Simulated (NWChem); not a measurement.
## Ionisation of tetrafluoroborate (BF4 (-1))

```
B
F 1 1.4033
F 1 1.4033 2 109.47
F 1 1.4033 2 109.47 3 120.00
F 1 1.4033 2 109.47 4 120.00
```
Charge -1, spin multiplicity 1.

All runs are NWChem calculations. Structure: optimised with PBE0/def2-SVP, a minimum by its harmonic frequencies.

Basis set: def2-TZVPD. The species with one electron less has spin multiplicity 2 and keeps the geometry of the parent. Δ marks differences of total energies (open shells unrestricted). −ε marks an orbital energy of the parent. That orbital need not have the symmetry of the hole or added electron in the Δ rows.

B3LYP has NWChem's definition, with VWN1-RPA local correlation. The anion's geometry comes from a basis without diffuse functions. No SCF solution was tested for a lower state.

**Question.** One of these methods gave a first vertical ionisation energy of 7.28 eV. Which?
(A) ΔB3LYP
(B) −ε(HOMO) of HF
(C) −ε(HOMO) of PBE
(D) −ε(HOMO) of M06-2X

**Answer.** A, ΔB3LYP. The others give 6.96 (−ε(HOMO) of M06-2X), 2.65 (−ε(HOMO) of PBE), 10.34 (−ε(HOMO) of HF).
